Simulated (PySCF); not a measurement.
Compound: C2H4B2F2Si.
Bonds: C1–C2 (triple), C2–B3, B3–F4, B3–B5, B5–Si6, Si6–F7. Hydrogens: H8 on C1; H9 on B5; H10, H11 on Si6.

Computed with PBE0-D3(BJ)/def2-SVP geometry optimisation, gas phase in PySCF 2.14.0.

Question: Give the optimised bond lengths and angles.

Answer: 
| bond | length (Å) | order |
| --- | --- | --- |
| C1≡C2 | 1.219 | triple |
| C2–B3 | 1.533 | single |
| B3–F4 | 1.329 | single |
| B3–B5 | 1.680 | single |
| B5–Si6 | 2.004 | single |
| Si6–F7 | 1.635 | single |
| C1–H8 | 1.076 | single |
| B5–H9 | 1.210 | single |
| Si6–H10, Si6–H11 | 1.495 | single |

Bonds in one row agree within 0.01 Å and their mean is given. Orders are formal, as drawn. A selection of angles:
| angle | degrees |
| --- | --- |
| C2–C1–H8 | 178.9 |
| C1–C2–B3 | 173.5 |
| C2–B3–F4 | 120.3 |
| C2–B3–B5 | 114.7 |
| F4–B3–B5 | 124.9 |
| B3–B5–Si6 | 119.4 |
| B3–B5–H9 | 122.9 |
| Si6–B5–H9 | 117.5 |
| B5–Si6–F7 | 110.4 |
| B5–Si6–H10 | 111.9 |
| B5–Si6–H11 | 110.1 |
| F7–Si6–H10 | 107.4 |
| H10–Si6–H11 | 109.3 |

Dihedral angles: C2–B3–B5–Si6 -86° (synclinal); B3–B5–Si6–F7 -1° (synperiplanar). The mirror-image conformer, all signs reversed, is as good.

B5 (three-coordinate boron) is planar (angles 122.9°, 119.4° and 117.5°, sum 359.8°, 0.04 Å off the plane of its three neighbours). Si6 (fluorine-bound silicon) is tetrahedral (angles from 107.4° to 111.9°). B3 (three-coordinate boron) is planar (angles 124.9°, 120.3° and 114.7°, sum 360.0°, 0.02 Å off the plane of its three neighbours).

Point group: C1 (no symmetry element, even within 0.4 Å). No frequency check. The numbers are those of one conformer.

On an Arm Neoverse V1 with one thread, shared host with 32 logical CPUs at a one-minute load of 17, this took 56 s of wall time and 0.50 GiB of memory at its peak. This is the geometry optimisation.
